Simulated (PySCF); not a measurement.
Predicted microwave data (PBE0/pcSseg-1 in PySCF (dipole) on a GFN2-xTB geometry, gas phase) for one isomer of C7H6ClF3O:

- Rotational constants: A = 1195, B = 650.9, C = 551.2 MHz
- Dipole components: |μa| = 1.10 D, |μb| = 4.17 D, |μc| = 1.11 D
- Inertial defect: -282.44 u·Å²
- κ: -0.69

Task: Which candidate fits, each taken in the one conformer that was computed?
A. `[CH2:1]=[CH:2][C@@:3]1([C:4](=[O:5])[Cl:6])[CH2:7][C@@H:8]1[C:9]([F:10])([F:11])[F:12]` with C1–C2–C3–C4 113°, C2–C3–C4–O5 160°
B. `[CH:1]#[C:2]/[C:3]([Cl:4])=[C:5](/[CH2:6][CH2:7][F:8])[O:9][CH:10]([F:11])[F:12]` with C3–C5–C6–C7 -75°, C5–C6–C7–F8 -66°, C3–C5–O9–C10 149°, C5–O9–C10–F11 90°

Result: A. It is C=C[C@@]1(C(=O)Cl)C[C@@H]1C(F)(F)F, an asymmetric top, point group C1. The candidates at the same level (rigid rotor, commonest isotopes):

| SMILES | A (MHz) | B (MHz) | C (MHz) | μa (D) | μb (D) | μc (D) | Δ (u·Å²) | point group | rotor |
| --- | --- | --- | --- | --- | --- | --- | --- | --- | --- |
| C=C[C@@]1(C(=O)Cl)C[C@@H]1C(F)(F)F | 1195 | 650.9 | 551.2 | 1.10 | 4.17 | 1.11 | -282.44 | C1 | asymmetric top |
| C#C/C(Cl)=C(/CCF)OC(F)F | 959.7 | 593.3 | 417.7 | 1.46 | 1.96 | 0.29 | -168.31 | C1 | asymmetric top |

`C#C/C(Cl)=C(/CCF)OC(F)F` has C 24 % too low. No structure here is proved a minimum.
